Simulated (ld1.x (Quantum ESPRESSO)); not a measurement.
What one change does to a pseudopotential (zinc, ultrasoft)

Zn (Z = 30), ultrasoft, made with ld1.x (Quantum ESPRESSO) 7.5 (PBE, scalar-relativistic). Core [Ar], reference 3d10 4s1 4p0 (charge +1). Waves: 4s (bound): rcut 2.20, rcutus 2.45 bohr; 4s channel at 3.8 Ry: rcut 2.20, rcutus 2.45 bohr; 4p (bound, empty): rcut 1.75, rcutus 2.30 bohr; 4p channel at 0.3 Ry: rcut 1.75, rcutus 2.30 bohr; 3d (bound): rcut 1.10, rcutus 1.20 bohr; 3d channel at -0.4 Ry: rcut 1.10, rcutus 1.20 bohr. Local part: all-electron potential smoothed inside 1.85 bohr (lloc = -1). Core correction: a·sin(br)/r model core inside 1.10 bohr. Augmentation charge: PSQ, radius 1.10 bohr.

All-electron outer shells of the reference configuration (PBE, scalar-relativistic, ld1.x):

```
shell  level (eV)  outermost node (bohr)  outermost maximum (bohr)
   3p      -93.08                   0.25                      0.59
   3d      -19.76                      –                      0.57
   4s      -14.00                   0.84                      1.99
   4p       -7.78                   0.91                      2.55
```

Change: augmentation PSQ, inside the norm-conserving radii.

Cutoffs: the cutoffs (Ry, on a coarse ladder) from which the occupation-weighted sum of valence levels, in a spherical-Bessel basis at the reference potential, stays within 10 and 1 mRy of its value at 400 Ry; they do not see the model core or the augmentation charge, which bear on the density cutoff. Errors are all-electron minus pseudo energies relative to the spin-unpolarised reference configuration.

**Question.** How do hardness, ghosts and transferability respond?

**Answer.** The potential gets neither clearly harder nor softer (100 Ry and 160 Ry → 100 Ry and 160 Ry); of the 7 tests that both files solve, the error grows in 4 and shrinks in 1 by more than 15 % and 0.3 meV (median size 1.9 → 9.5 meV); neither file shows a bound ghost.

```csv
quantity,base,changed
"cutoff, loose",100 Ry,100 Ry
"cutoff, tight",160 Ry,160 Ry
bound ghosts,none,none
"error for 3d10 4s2 4p0, meV [ΔE -9.89 eV]",+2.7,-5.2
"error for 3d10 4s0 4p0, meV [ΔE 18.44 eV]",-1.9,-25
"error for 3d9 4s0 4p0, meV [ΔE 58.98 eV]",-136,-128
"error for 3d10 4s1 4p1, meV [ΔE -4.80 eV]",+0.7,+0.8
"error for 3d10 4s0 4p2, meV [ΔE 0.67 eV]",0.0,-5.2
"error for 3d10 4s0 4p1, meV [ΔE 6.32 eV]",-0.4,-9.5
"error for 3d8 4s0 4p0, meV [ΔE 120.79 eV]",-538,-440
s: phases at 2.67 bohr within 0.05 rad from the reference energy up to (Ry; the scan ends near 5),to the end of the scan,to the end of the scan
p: phases at 2.67 bohr within 0.05 rad from the reference energy up to (Ry; the scan ends near 5),3.6,3.6
d: phases at 2.67 bohr within 0.05 rad from the reference energy up to (Ry; the scan ends near 5),to the end of the scan,to the end of the scan
lowest overlap eigenvalue by channel,"s 0.65, p 0.64, d 1.00","s 0.65, p 0.64, d 1.00"
```
